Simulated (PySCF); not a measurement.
PySCF 2.14 output of an unrestricted M06-2X calculation on a single atom or ion in aug-cc-pVDZ-DK (7s6p4d2f, 59 functions), with scalar relativity by spin-free X2C-1e:

```
SCF conv_tol = 1e-09
number electrons alpha = 11  beta = 9
    Y. Zhao and D. G. Truhlar.,  Theor. Chem. Acc. 120, 215 (2008)
    Y. Zhao and D. G. Truhlar.,  Theor. Chem. Acc. 120, 215 (2008)
cycle= 1 E= -947.295947566156  delta_E= -0.00125  |g|= 0.00448  |ddm|= 0.788
cycle= 2 E= -947.295953406772  delta_E= -5.84e-06  |g|= 0.000382  |ddm|= 0.0303
cycle= 3 E= -947.295953450379  delta_E= -4.36e-08  |g|= 2.95e-05  |ddm|= 0.000703
cycle= 4 E= -947.295953450683  delta_E= -3.05e-10  |g|= 1.79e-06  |ddm|= 9.91e-05
converged SCF energy = -947.295953450683  <S^2> = 2.0005018  2S+1 = 3.0003345
```

The run itself started from symmetry-adapted Hartree-Fock orbitals and held the occupation by maximum overlap, on a logarithmic radial grid, so the iterations belong to that start.

Task: Which element, charge and spin multiplicity is this?

Result: V³⁺ (vanadium, charge +3), multiplicity 3; the state was [Ar] 3d2, high-spin 3F determinant.
